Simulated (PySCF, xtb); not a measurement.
CH₃Mg, SMILES [Mg][CH3], multiplicity 2.

Harmonic wavenumbers (cm⁻¹) from GFN2-xTB (xtb 6.7.1) at its own minimum, in rising order: 328, 328, 389, 1181, 1487, 1487, 2898, 2899, 2907.

Task: What does PBE-D3(BJ)/def2-TZVP (PySCF 2.14.0) give at its own minimum? (Estimate from the structure and the level; the computed values follow.)

Result: 476, 493, 493, 1040, 1388, 1388, 2953, 3048, 3048. Paired by order, the mean absolute difference is 122 cm⁻¹ and the zero-point energies are 19.9 and 20.5 kcal/mol.
